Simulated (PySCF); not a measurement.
C2H14Si4, SMILES [SiH3]C(C([SiH3])[SiH3])[SiH3]. Geometry optimised at PBE-D3(BJ)/def2-SVP. One conformer was computed; it need not be the lowest.

Problem. Give the equilibrium geometry at PBE-D3(BJ)/def2-SVP (PySCF confirms it by a frequency run) as bond lengths and angles, and its point group. (An estimate is asked for; the answer gives what the named calculation found.)

Solution. This is not unique; one that fits is point group C2.
Atoms: Si1 C2 Si3 C4 Si5 Si6 H7 H8 H9 H10 H11 H12 H13 H14 H15 H16 H17 H18 H19 H20. Bonds (Å): Si1–C2 1.908, Si1–H7 1.505, Si1–H8 1.504, Si1–H9 1.507, C2–Si3 1.909, C2–C4 1.562, C2–H10 1.117, Si3–H11 1.504, Si3–H12 1.505, Si3–H13 1.504, C4–Si5 1.908, C4–Si6 1.909, C4–H14 1.117, Si5–H15 1.505, Si5–H16 1.507, Si5–H17 1.504, Si6–H18 1.505, Si6–H19 1.504, Si6–H20 1.504. Bond angles (°): C2–Si1–H7 110.2, C2–Si1–H8 111.5, C2–Si1–H9 108.8, H7–Si1–H8 108.8, H7–Si1–H9 109.1, H8–Si1–H9 108.4, Si1–C2–Si3 110.1, Si1–C2–C4 111.9, Si1–C2–H10 103.3, Si3–C2–C4 116.5, Si3–C2–H10 104.3, C4–C2–H10 109.7, C2–Si3–H11 108.3, C2–Si3–H12 110.5, C2–Si3–H13 111.8, H11–Si3–H12 108.6, H11–Si3–H13 108.9, H12–Si3–H13 108.6, C2–C4–Si5 111.9, C2–C4–Si6 116.5, C2–C4–H14 109.7, Si5–C4–Si6 110.1, Si5–C4–H14 103.3, Si6–C4–H14 104.3, C4–Si5–H15 110.2, C4–Si5–H16 108.8, C4–Si5–H17 111.5, H15–Si5–H16 109.1, H15–Si5–H17 108.8, H16–Si5–H17 108.4, C4–Si6–H18 110.5, C4–Si6–H19 111.8, C4–Si6–H20 108.3, H18–Si6–H19 108.6, H18–Si6–H20 108.6, H19–Si6–H20 108.9.
Charge 0, spin multiplicity 1.
